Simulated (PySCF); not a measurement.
A structure optimised at TPSSh-D3(BJ)/def2-TZVPD, used in a PySCF frequency run:

```xyz
5

Be     0.0000     0.0000    -1.2671
C      0.0000     0.0000     0.4294
H      0.8842    -0.5105     0.8306
H     -0.8842    -0.5105     0.8306
H      0.0000     1.0209     0.8306
```
Charge 0, spin multiplicity 2.

Q: Write its SMILES, formula and point group.

A: [Be][CH3], CH3Be, C3v

Q: What are its rotational constants (standard atomic weights)?

A: 160.34, 25.574, 25.574 GHz
